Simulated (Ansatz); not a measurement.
Consider the ligand exchange at the Al–O bond: `[OH][AlH2]` + `C=C[SiH2]S` → `C=C[SiH2][S][AlH2]` + H₂O.

Calculated with Ansatz (gas phase, PBE0-D4/def2-TZVP geometries, no zero-point term in ΔE). CCSD(T)/CBS is the MP2 limit (def2-TZVPP, def2-QZVPP) plus CCSD(T) − MP2 in def2-TZVPP, frozen cores. This one scheme is used for every species. DFT in def2-TZVPP. B3LYP here is the variant with VWN-RPA as its local correlation; programs differ in this. Each species was taken in one conformer, which may not be the lowest.

```
             level  ΔE (kJ/mol)  difference from CCSD(T)/CBS
            PBE-D4          7.1                         -3.3
           PBE0-D4          4.7                         -5.7
           ωB97X-V         17.0                          6.6
            B2PLYP         24.9                         14.5
               PBE         14.5                          4.1
            r2SCAN         15.8                          5.4
             B3LYP         30.0                         19.6
     HF/def2-TZVPP         29.9                         19.5
    MP2/def2-TZVPP         13.2                          2.8
SCS-MP2/def2-TZVPP         20.0                          9.6
   CCSD/def2-TZVPP         19.0                          8.6
CCSD(T)/def2-TZVPP         15.6                          5.2
     HF/def2-QZVPP         31.0                         20.6
    MP2/def2-QZVPP         10.6                          0.2
      HF/CBS(def2)         31.2                         20.8
     MP2/CBS(def2)          8.0                         -2.4
       CCSD(T)/CBS         10.4                            0
```

Largest T1 diagnostic among the species: 0.012.

In def2-TZVPP, CCSD(T) changes the Hartree–Fock value by −14.2 kJ/mol (the triples alone add −3.4 kJ/mol) and MP2 by −16.6 kJ/mol. From PBE to PBE0 (25 % exact exchange), in def2-TZVPP and without D4, ΔE moves by −3.1 kJ/mol.
